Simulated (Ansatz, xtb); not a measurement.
# Relative energy of two conformers of H8SSi3

We compare X, `[SiH3][SiH2][SiH2]S`, a singlet, with Y, `[SiH3][SiH2][SiH2]S`, a singlet. Both are isolated molecules in the gas phase, relaxed with r2SCAN-D4/def2-SVP.

X (Å):

```yaml
atoms:
  - { symbol: S, position_ang: [0.8766, 0.2447, 3.5804] }
  - { symbol: Si, position_ang: [1.3698, 0.4398, -0.4361] }
  - { symbol: Si, position_ang: [1.2583, 2.4804, 0.7214] }
  - { symbol: Si, position_ang: [1.8928, 2.0453, 2.9372] }
  - { symbol: H, position_ang: [0.2471, -0.4446, -0.0042] }
  - { symbol: H, position_ang: [1.2684, 0.6624, -1.9114] }
  - { symbol: H, position_ang: [2.6695, -0.2353, -0.1389] }
  - { symbol: H, position_ang: [2.1358, 3.5184, 0.0916] }
  - { symbol: H, position_ang: [-0.1520, 2.9884, 0.7106] }
  - { symbol: H, position_ang: [1.6388, 3.1956, 3.8599] }
  - { symbol: H, position_ang: [3.3400, 1.6872, 3.0096] }
  - { symbol: H, position_ang: [-0.3615, 0.6951, 3.2720] }
```

Y (Å):

```xyz
12

S     0.8743    0.8742    1.4353
Si   -1.3271   -2.0698   -0.8463
Si    0.7324   -1.2236   -1.5885
Si    1.0084    0.9402   -0.7216
H    -2.4339   -1.1826   -1.3212
H    -1.5682   -3.4572   -1.3451
H    -1.3487   -2.0871    0.6497
H     1.8452   -2.0938   -1.0945
H     0.7578   -1.2094   -3.0871
H     2.3724    1.4841   -0.9866
H    -0.0039    1.8699   -1.3144
H    -0.3749    0.3560    1.4612
```

Q: Estimate which is lower in electronic energy at CCSD(T)/def2-SVP + ΔMP2/def2-TZVPP, and by roughly how much.

A: Too close to call at this level: CCSD(T)/def2-SVP + ΔMP2/def2-TZVPP gives E(Y) − E(X) = +0.001 eV.

How the difference moves with the method:

```json
{"level": "r2SCAN-D4/def2-SVP", "geometry": "r2SCAN-D4/def2-SVP", "E(Y) − E(X) (eV)": "+0.019", "departure from the last row (eV)": "+0.018", "job, with rough time for the two": "optimisation, 58 s"}
{"level": "HF/def2-SVP", "geometry": "r2SCAN-D4/def2-SVP", "E(Y) − E(X) (eV)": "+0.020", "departure from the last row (eV)": "+0.019", "job, with rough time for the two": "part of the CCSD(T) run"}
{"level": "MP2/def2-SVP", "geometry": "r2SCAN-D4/def2-SVP", "E(Y) − E(X) (eV)": "+0.024", "departure from the last row (eV)": "+0.024", "job, with rough time for the two": "part of the CCSD(T) run"}
{"level": "CCSD(T)/def2-SVP", "geometry": "r2SCAN-D4/def2-SVP", "E(Y) − E(X) (eV)": "+0.022", "departure from the last row (eV)": "+0.022", "job, with rough time for the two": "single point"}
{"level": "CCSD(T)/def2-SVP + ΔMP2/def2-TZVPP", "geometry": "r2SCAN-D4/def2-SVP", "E(Y) − E(X) (eV)": "+0.001", "departure from the last row (eV)": "", "job, with rough time for the two": "single point, 17 s"}
```

The largest departure from CCSD(T)/def2-SVP + ΔMP2/def2-TZVPP is that of MP2/def2-SVP, 0.024 eV. Levels run at GFN2-xTB geometries aren't shown. The last row adds to CCSD(T) the change of the MP2 difference between the two basis sets, here −0.022 eV.

With harmonic frequencies from r2SCAN-D4/def2-SVP (ideal gas, rigid rotor, one conformer each, 298.15 K, 1 atm): on the last row, ΔE + ΔZPE = −0.003 eV. A mode under 50 cm⁻¹ makes harmonic enthalpies and free energies unreliable, so none is given.

The correlated steps freeze 20 core orbitals. Codes used: Ansatz 0.2.0; the last row on 2 threads of Intel(R) Xeon(R) 6975P-C (Granite Rapids) on a shared host.
